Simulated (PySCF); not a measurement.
CH3AlFO, C2H7AlN (calculated)

Computed with PySCF 2.14.0. Calculation on a computer-drawn molecule: optimised geometry and harmonic frequencies of an isolated molecule of the commonest isotopes, restricted reference for singlets and unrestricted otherwise, frozen core in MP2.

Common to all runs: charge 0; multiplicity 2; basis cc-pV(D+d)Z.

(1) CH3AlFO

Start structure:
```xyz
7
CH3AlFO
C      1.2832    -1.1061    -2.3979
Al     1.7549    -1.4928    -0.5266
O      3.2472    -1.9565    -0.1465
F      0.7103    -1.2449     0.6871
H      0.3296    -0.7903    -2.6408
H      1.9687    -1.2771    -3.1966
H      4.1245    -2.2825     0.2403
```

| Item | Value |
| --- | --- |
| method | HF |
| rotational constants | 6.663, 5.963, 3.147 GHz |
| total energy | -455.9530 hartree |
| spin squared | 0.7584 |
| convergence status largest gradient component | 2.107e-05 hartree/bohr |

Drawn bonds:
```csv
atom,other atom,order
1,2,1
2,3,1
2,4,1
1,5,1
1,6,1
3,7,1
```

Optimised structure:
```xyz
7
CH3AlFO
C      1.2704    -1.1127    -2.3794
Al     1.8697    -1.4936    -0.6076
O      3.4356    -2.0156    -0.3056
F      0.8338    -1.3098     0.6696
H      0.2653    -0.7702    -2.6159
H      1.9025    -1.2164    -3.2588
H      3.8411    -2.2320     0.5168
```

Modes:
```csv
frequency (cm⁻¹),reduced mass (dalton)
197.7,3.212
206.2,1.031
251.8,5.093
279.2,4.902
390.2,1.2
596.8,1.365
628.3,1.327
656.7,5.215
696.7,1.377
877.1,8.957
956.6,8.641
1480,1.126
3254,1.055
3343,1.111
4228,1.068
```

(2) CH3AlFO

Start structure:
```xyz
7
CH3AlFO
C      1.2704    -1.1127    -2.3794
Al     1.8697    -1.4936    -0.6076
O      3.4356    -2.0156    -0.3056
F      0.8338    -1.3098     0.6696
H      0.2653    -0.7702    -2.6159
H      1.9025    -1.2164    -3.2588
H      3.8411    -2.2320     0.5168
```

| Quantity | Value |
| --- | --- |
| method | MP2 |
| rotational constants | 6.422, 5.948, 3.088 GHz |
| total energy | -456.5027 hartree |
| spin squared | 0.7586 |
| convergence status largest gradient component | 2.576e-05 hartree/bohr |

Drawn bonds:
```csv
atom,other atom,order
1,2,1
2,3,1
2,4,1
1,5,1
1,6,1
3,7,1
```

Optimised structure:
```xyz
7
CH3AlFO
C      1.2708    -1.1127    -2.3802
Al     1.8727    -1.4948    -0.6036
O      3.4718    -2.0232    -0.3430
F      0.8308    -1.3108     0.6958
H      0.2569    -0.7687    -2.6211
H      1.9096    -1.2164    -3.2666
H      3.8058    -2.2239     0.5379
```

Modes:
```csv
frequency (cm⁻¹),reduced mass (dalton)
190,2.784
195.1,1.084
238.1,5.684
267.9,6.249
367.2,1.144
614.1,1.317
617.6,1.775
637,2.725
669.2,1.393
853.8,7.368
919,8.489
1399,1.129
3181,1.055
3279,1.11
3937,1.067
```

(3) C2H7AlN

Start structure:
```xyz
11
C2H7AlN
C      0.6876     0.0695    -0.5425
N     -0.0732     0.7322     0.3880
C      0.1452     0.4768     1.7983
Al    -1.2042     0.7468    -1.0818
H      1.4032    -0.7204    -0.1283
H      1.2626     0.7289    -1.2461
H      0.2819    -0.5949     1.9540
H     -0.7477     0.7724     2.3612
H      0.9884     1.0088     2.1099
H     -1.0901     1.9202    -2.0670
H     -2.4527    -0.0746    -0.9522
```

| Quantity | Value |
| --- | --- |
| method | HF |
| rotational constants | 9.498, 4.562, 3.147 GHz |
| total energy | -376.1537 hartree |
| spin squared | 0.7608 |
| convergence status largest gradient component | 1.858e-05 hartree/bohr |

Drawn bonds:
```csv
atom,other atom,order
1,2,1
2,3,1
2,4,1
1,5,1
1,6,1
3,7,1
3,8,1
3,9,1
4,10,1
4,11,1
```

Optimised structure:
```xyz
11
C2H7AlN
C      1.2658     0.1634    -0.4279
N      0.0140     0.4267     0.1350
C     -0.0407     0.2200     1.5743
Al    -1.4062     0.9178    -0.8338
H      2.1404     0.2435     0.2093
H      1.3894     0.3524    -1.4871
H      0.2018    -0.8139     1.8381
H     -1.0391     0.4387     1.9545
H      0.6668     0.8737     2.0951
H     -1.2170     1.1165    -2.3855
H     -2.7741     1.1270    -0.0784
```

Modes:
```csv
frequency (cm⁻¹),reduced mass (dalton)
199.9,1.146
246.9,1.544
253.5,1.24
264.8,1.519
346,1.781
402.2,2.754
582.2,1.254
639.9,1.281
652.9,1.259
678.8,3.145
838.1,1.12
1070,2.334
1170,1.337
1228,1.301
1341,4.587
1403,2.218
1560,1.157
1588,1.051
1595,1.163
1618,1.071
2003,1.057
2008,1.028
3151,1.037
3208,1.105
3257,1.099
3260,1.052
3376,1.12
```
